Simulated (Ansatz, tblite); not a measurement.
Forces on the cluster Mg₃O₄⁻ at its PBE0-D4/def2-SVPD geometry. Total charge -1; doublet.

The xTB rows come from tblite. The structure holds one bond between oxygen atoms, so isomers without such links may lie far lower. At PBE-D4/def2-TZVPD the highest occupied level of the charge -1 doublet lies above zero (up to 0.41 eV). The electron is either unbound and held by the finite basis, or the level is raised by self-interaction error. Another isomer (doublet) lies 0.49 eV lower at PBE0-D4/def2-TZVPD; other spin states weren't run for this one.

GFN1-xTB (tblite), largest force 0.81 eV/Å:

```xyz
7
positions Å, forces eV/Å
Mg    1.088    0.845    0.163   -0.168    0.452   -0.019
Mg    0.581   -1.744    0.070   -0.085    0.079   -0.013
Mg   -1.657    1.469   -0.223   -0.525    0.327   -0.072
O    -1.286   -1.794   -0.204    0.799   -0.011    0.116
O     2.102   -0.744    0.301   -0.492   -0.339   -0.075
O     0.004    2.325    0.024    0.667    0.084    0.097
O    -0.832   -0.357   -0.131   -0.197   -0.591   -0.033
```

GFN2-xTB (tblite), largest force 1.62 eV/Å:

```
Mg 0.105 -0.040 0.017
Mg 0.296 0.330 0.044
Mg 1.567 -0.360 0.217
O 0.226 0.346 0.038
O -1.049 0.229 -0.151
O -0.849 -0.982 -0.131
O -0.297 0.476 -0.034
```

PBE-D4/def2-TZVPD (Ansatz), largest force 1.05 eV/Å:

```
Mg 0.100 -0.044 0.016
Mg -0.047 -0.159 -0.009
Mg -0.087 -0.044 -0.014
O -0.383 -0.978 -0.062
O 0.290 0.023 0.042
O -0.020 0.208 -0.002
O 0.147 0.994 0.029
```
